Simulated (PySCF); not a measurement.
# Orbital energies and ionisation energy

Species: Sb(OMe)3, C3H9O3Sb.
Geometry (PBE0-D3(BJ)/def2-SVP, Å), atoms numbered from 1 in this order:
```
atom  x, y, z in Å
Sb1    0.1116    0.1829    1.9991
O2     1.7478    0.3712    0.8923
C3     2.0105   -0.4196   -0.2367
H4     3.1013   -0.4600   -0.3920
H5     1.5550    0.0061   -1.1509
H6     1.6407   -1.4537   -0.1242
O7    -1.0385    1.4179    0.9573
C8    -0.6944    1.9220   -0.3060
H9    -1.2165    2.8815   -0.4568
H10   -1.0041    1.2379   -1.1185
H11    0.3900    2.1015   -0.4077
O12   -0.5397   -1.5066    1.1891
C13   -1.3512   -1.5564    0.0458
H14   -1.9051   -2.5099    0.0483
H15   -0.7549   -1.5154   -0.8854
H16   -2.0869   -0.7333    0.0128
```

Level: PBE0/def2-SVPD (PySCF). Frontier orbitals with their largest atomic shares (Löwdin; up to four atoms above 4 %):

| orbital | ε (eV) | main atoms |
| --- | --- | --- |
| HOMO−3 | -8.56 | O2 26 %, O7 23 %, C3 10 %, C8 9 % |
| HOMO−2 | -7.91 | O7 34 %, O2 24 %, O12 10 %, C8 8 % |
| HOMO−1 | -7.91 | O12 36 %, O2 21 %, O7 10 %, C13 10 % |
| HOMO | -7.71 | ? |
| LUMO | -0.80 | Sb1 58 %, O12 13 %, O7 11 %, O2 10 % |
| LUMO+1 | -0.79 | Sb1 57 %, O2 13 %, O7 12 %, O12 10 % |
| LUMO+2 | 0.51 | Sb1 35 %, O2 12 %, O7 12 %, O12 12 % |

Question: What vertical ionisation energy does ΔSCF give, and how far is −ε(HOMO) from it?

Answer: ΔSCF: 9.48 eV (915 kJ/mol; threshold wavelength 131 nm); ⟨S²⟩ of the doublet left behind is 0.766, against 0.75 for a pure doublet. −ε(HOMO) is 7.71 eV, 1.77 eV below it. In exact Kohn–Sham theory the two would be equal; PBE0 (global hybrid, 25 % exact exchange) falls short of its own ΔSCF value by 19 %.

Question: On which atoms does the HOMO lie?

Answer: O7 (oxygen bonded to C and Sb) 21 %, O2 (oxygen bonded to C and Sb) 20 %, O12 (oxygen bonded to C and Sb) 20 %, Sb1 (antimony bonded to 3 O) 16 %, so no atom holds as much as 40 %. The HOMO−1 lies 0.20 eV lower.

Question: What total energies stand behind the ΔSCF value?

Answer: E(N) = -585.04199 Eh and E(N − 1) = -584.69356 Eh at the same geometry, 0.34843 Eh apart.

Question: Shift the occupied levels rigidly so that −ε(HOMO) equals the ΔSCF value. What binding energies result?

Answer: The shift is +1.77 eV: HOMO 9.48, HOMO−1 9.68, HOMO−2 9.68, HOMO−3 10.33 eV. A rigid shift is only a rough guide to the deeper ionisations.

Question: How many of the 10 lowest singlet excitations (vertical TDDFT, same level) lie below the ionisation energy?

Answer: All 10; they run from 5.70 to 6.66 eV.

One conformer (not necessarily the lowest) at the PBE0-D3(BJ)/def2-SVP geometry, without solvent, vibrations or thermal averaging. Atoms past krypton carry effective core potentials; spin–orbit coupling is left out.

The run behind these numbers computed excited states and ΔSCF ions as well. The run took 3.6 min wall (grids of density and orbitals included) on one thread of an Arm Neoverse V2, shared host, and the process peaked at 1.1 GiB of memory.
